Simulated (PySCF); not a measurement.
Compound: C₅H₆F₂NO (charge +1).
SMILES: `C[n+]1coc(C(F)F)c1`

Torsions of this conformer, `[CH3:1][n+:2]1[cH:3][o:4][c:5]([CH:6]([F:7])[F:8])[cH:9]1`: O4–C5–C6–F7 -127°.

The closed-shell ground state was solved at several levels (PySCF, density fitting, gas phase, non-relativistic). Isolated species at its GFN2-xTB geometry (one conformer only).

```tsv
level	basis functions	HOMO (eV)	LUMO (eV)	gap (eV)
B3LYP/def2-SVPD	237	-13.18	-6.87	6.31
PBE0/pcSseg-1	183	-13.39	-6.56	6.83
```

Task: What might B3LYP/pcJ-1 (303 basis functions) give for the same quantities?

Result: HOMO -13.16 eV, LUMO -6.81 eV, gap 6.35 eV.

Task: Over all these levels, which gives the widest orbital gap and which the narrowest?

Result: PBE0/pcSseg-1 (global hybrid, 25 % exact exchange) has the widest, 6.83 eV, and B3LYP/def2-SVPD (global hybrid, 20 % exact exchange) the narrowest, 6.31 eV. Functional and basis both differ between the two, so the spread mixes both effects.
